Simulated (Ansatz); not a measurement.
Reaction (ligand exchange at a B–O bond): `[SiH3]BO[SiH3]` + `CNC` → `CN(C)B[SiH3]` + `O[SiH3]`

Computed with Ansatz on PBE0-D4/def2-TZVP structures; ΔE is electronic, products minus reactants. CBS: MP2 limit from def2 TZ/QZ plus the TZ coupled-cluster correction, frozen cores. DFT in def2-TZVPP. Each species was taken in one conformer, which may not be the lowest.

| level | ΔE (kcal/mol) |
| --- | --- |
| ωB97M-V | -6.6 |
| r2SCAN | -7.0 |

What does CCSD(T)/CBS give? (An estimate is asked.)

The calculation gave: -7.3 kcal/mol. The listed levels differ from it by 0.7, 0.3 kcal/mol.

Largest T1 diagnostic among the species: 0.014.

The D4 term adds −1.3 kcal/mol with B3LYP and −0.8 kcal/mol with PBE0; it sums over pairs of atoms, weighted by their polarisabilities, and B3LYP, whose exchange is more repulsive, gets the larger term. In def2-TZVPP, CCSD(T) changes the Hartree–Fock value by −7.2 kcal/mol (the triples alone add −1.1 kcal/mol) and MP2 by −8.2 kcal/mol.

B3LYP here is the variant with VWN-RPA as its local correlation; programs differ in this.
